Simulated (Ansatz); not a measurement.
Relaxation of ClH$_{4}$NSn (7 atoms, charge 0, multiplicity 1), to a largest force component of 0.015 eV/Å in at most 40 steps.

Method: Ansatz, RKS PBE0/def2-SVP.

```xyz
7
Properties=species:S:1:pos:R:3
N -1.151 -0.007 -0.680
Sn 0.470 -0.012 0.510
Cl 0.970 -2.243 1.014
H -1.277 1.048 -0.957
H -0.949 -0.476 -1.588
H 0.154 0.891 1.986
H 1.844 0.731 -0.331
```

Question: Where does it end, and by what steps?

Answer: The forces met the threshold. The force dipped under the threshold on the way, but the program's further checks kept it going. After 25 steps the energy has fallen by 0.255 eV; H4 moved furthest, 0.88 Å.

```
step  energy less start (eV)  largest force component (eV/Å)  accepted
   0                  0.0000                           2.475       yes
   1                 -0.1831                           1.045       yes
   2                 -0.2246                           0.340       yes
   3                 -0.2317                           0.087       yes
   4                 -0.2337                           0.191       yes
   5                 -0.2348                           0.308       yes
   6                 -0.2351                           0.379       yes
   7                 -0.2032                           1.294        no
   8                 -0.2416                           0.133       yes
   9                 -0.2376                           0.519        no
  10                 -0.2442                           0.073       yes
  11                 -0.2460                           0.062       yes
  12                 -0.2475                           0.151       yes
  13                 -0.2514                           0.030       yes
  14                 -0.2516                           0.144       yes
  15                 -0.2505                           0.246        no
  16                 -0.2531                           0.040       yes
  17                 -0.2539                           0.068       yes
  18                 -0.2537                           0.129        no
  19                 -0.2542                           0.034       yes
  20                 -0.2546                           0.010       yes
  21                 -0.2507                           0.477        no
  22                 -0.2546                           0.026       yes
  23                 -0.2548                           0.002       yes
  24                 -0.2548                           0.021       yes
  25                 -0.2549                           0.012       yes
```

```xyz
7
Properties=species:S:1:pos:R:3
N -0.967 0.019 -0.840
Sn 0.569 0.041 0.456
Cl 0.859 -2.162 1.263
H -1.830 0.480 -0.575
H -0.770 0.150 -1.827
H 0.176 0.979 1.827
H 2.025 0.424 -0.350
```

Whether the end is a true minimum wasn't checked by a vibrational analysis.

Time of the run: 5.6 min on 1 CPU thread of a shared host.
